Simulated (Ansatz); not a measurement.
System: BF, net charge 1, doublet state. 
Geometry from a B3LYP-D3(BJ)/def2-TZVP (Ansatz, a quantum-chemistry and plane-wave program) optimisation:
```
B
F 1 1.2149
```
Charge +1, spin multiplicity 2.

Basis-set convergence of Hartree-Fock and MP2 correlation energies (hartree) with Ansatz. Valence correlation only, unless marked. Open shells are spin-unrestricted. Spin-orbit coupling is left out. Non-relativistic.

```tsv
basis	functions	E(HF)	E(corr, MP2)
def2-SVPD	43	-123.64654	-0.22790
def2-TZVPPD	77	-123.80202	-0.28839
def2-QZVPPD	129	-123.80826	-0.31404
```

Extrapolating the two largest sets (X = 3 and 4) as X^-3: E(corr) = (64·(-0.31404) - 27·(-0.28839))/37 = -0.3328 Eh, an estimate of the basis-set limit. The largest set recovers 94.4 % of it, the smallest 68.5 %.
